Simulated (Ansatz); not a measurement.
Reaction (redistribution): `OB(Cl)C[SiH3]` + `O/C=C/BF` → `O/C=C/B(O)Cl` + `FBC[SiH3]`

Calculated with Ansatz (gas phase, PBE0-D4/def2-TZVP geometries, no zero-point term in ΔE). CCSD(T)/CBS is the MP2 limit (def2-TZVPP, def2-QZVPP) plus CCSD(T) − MP2 in def2-TZVPP, frozen cores. Double bonds are as drawn, so ΔE can hold a change between cis and trans. Functionals use def2-TZVPP. Each species was taken in one conformer, which may not be the lowest.

```
       level  ΔE (eV)
CAM-B3LYP-D4     0.10
MP2/def2-SVP     0.11
```

What does CCSD(T)/CBS give? (Best estimate.)

Ansatz gave: +0.09 eV. The listed levels differ from it by 0.01, 0.02 eV.

Largest T1 diagnostic among the species: 0.014.

Leaving LDA and LC-ωPBE aside and taking each functional with its dispersion term where it has one, the values, not all of them listed here, spread over 0.02 eV, from B2PLYP to BLYP-D4.
